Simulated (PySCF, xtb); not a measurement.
Al(Cl)2(OMe) (CH3AlCl2O), SMILES [O]([Al]([Cl])[Cl])C.

GFN2-xTB (xtb) at its own geometry gives an orbital gap of 4.19 eV and a dipole moment of 1.73 D.

The structure is a stationary point at PBE0-D3(BJ)/def2-SVP. The structure was generated by enumeration; whether it is a known compound was not checked. Other conformers were not sampled.

Problem. What does PBE/def2-TZVP in PySCF give? (The exact figures need the calculation; the answer reports its results.)

Solution. gap 5.31 eV (levels -7.09 and -1.78 eV), dipole 1.67 D.
